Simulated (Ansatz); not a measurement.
Question: Name a neutral molecule of C, F, I and H with LUMO energy (B3LYP/def2-TZVPP) between -1.50 and -1.20 eV and HOMO energy (PBE/def2-TZVPP) between -6.40 and -6.10 eV (Ansatz, PBE0-D4/def2-TZVP geometry).

Answer: `CC(F)I` (-1.28 eV, -6.29 eV); `FCI` (-1.33 eV, -6.40 eV); `C=C(F)I` (-1.27 eV, -6.18 eV). Other molecules can fit too; these were computed, each in one conformer that needn't be the lowest.

B3LYP here is the variant with VWN-RPA as its local correlation; programs differ in this.
